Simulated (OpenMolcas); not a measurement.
**neutral rubidium: effect of the active space**

```yaml
Program: OpenMolcas
Method: SS-CASPT2, IPEA 0.25 Eh, imaginary shift 0.1 Eh
Basis: ANO-RCC-VQZP
Scalar_Hamiltonian: DKH2, point nucleus
Spin-orbit_coupling: RASSI with atomic mean-field integrals over the reference wave functions, term energies averaged over their components
```

A. 1 electron in 4 orbitals (5s 5p); 2S+1 = 2 even, 1 root; 2S+1 = 2 odd, 3 roots; closed shells correlated: 4s 4p; CASPT2 step about 0.8 core-seconds
B. 1 electron in 8 orbitals (5s 5p 6s 6p); 2S+1 = 2 even, 1 root; 2S+1 = 2 odd, 3 roots; closed shells correlated: 4s 4p; CASPT2 step roughly 1.2 core-seconds
C. 1 electron in 9 orbitals (4d 5s 5p); 2S+1 = 2 even, 1 root; 2S+1 = 2 odd, 3 roots; closed shells correlated: 4s 4p; CASPT2 step roughly 1.2 core-seconds

Energies in cm-1 above 5s 2S 1/2, the measured ground level; measured values from NIST Handbook of Basic Atomic Spectroscopic Data.

| Level | A | B | C | Measured |
| --- | --- | --- | --- | --- |
| 5s 2S 1/2 | 0.0 | 0.0 | 0.0 | 0.0 |
| 5p 2P* 1/2 | 12534 | 12565 | 12522 | 12579 |
| 5p 2P* 3/2 | 12669 | 12700 | 12657 | 12817 |

Deviations, from unrounded energies. A percentage is the sum of absolute deviations over the sum of measured energies, with the sign that they share, or ± where signs differ.

```csv
Against measurement,Levels,A,B,C
mean absolute deviation (cm-1),2,96,65,110
other configurations (%),2,-0.8,-0.5,-0.9
```

B lies closest to measurement on these levels and C furthest from it. The largest miss of B in the table is 5p 2P* 3/2, by -120 cm-1. The ranking rests on the paired levels alone, and a cruder setting can come out closer through cancelling errors.

Among A to C the level of the table that moves most is 5p 2P* 1/2, by 43 cm-1 (lowest in C, highest in B).

ANO sets are built for ground and valence states and can reach diffuse excited orbitals poorly. With one active electron, CASPT2 adds the correlation within the correlated inactive shells and between them and that electron, and leaves the splitting within a term as the reference gives it. With one active electron outside closed inactive shells, the extra shells (6p 6s) add no correlation to the reference (holds for B). No level of 4d was computed, though it lies in the active space (holds for C). Measured partners are found by configuration, term and J. A level has none where our copy of the source lacks it or the pairing is in doubt (some pairs that miss far off the trend of their configuration count as doubtful), and it then counts in no deviation. Only configurations of the active space appear.

* marks odd parity.
